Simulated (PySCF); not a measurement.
C2H5Be, SMILES [Be+][CH2]C, charge +1.

Coordinates come from a B3LYP-D3(BJ)/def2-TZVP optimisation. The multiplicity is an assumed one; other spin states were not compared. The isomer is the one that the SMILES or the coordinates give; other isomers of the formula were not compared.

These are B3LYP-D3(BJ)/def2-TZVP in PySCF values and carry that method's errors.

No scaling factor is applied to the harmonic values.

Computed vibrational spectrum:
```csv
mode,ν (cm⁻¹),IR (km/mol),moving atoms (share of kinetic energy)
1,222,18.7,"H 84 %, Be 9 %"
2,284,96.3,"C 42 %, Be 41 %, H 17 %"
3,612,94.9,"H 77 %, C 19 %"
4,757,6.2,"Be 64 %, C 31 %"
5,932,21.8,H 94 %
6,941,29.4,"C 65 %, H 35 %"
7,975,33.2,"H 66 %, C 34 %"
8,1153,175.3,"H 76 %, C 24 %"
9,1232,8.2,"H 77 %, C 23 %"
10,1402,4.9,"H 91 %, C 8 %"
11,1416,1.3,"H 86 %, C 14 %"
12,1477,13.1,H 97 %
13,1495,5.9,H 96 %
14,3004,6.9,H 95 %
15,3037,17.1,H 96 %
16,3049,12.7,"H 91 %, C 9 %"
17,3107,23.5,"H 92 %, C 8 %"
18,3138,2.6,"H 90 %, C 10 %"
```
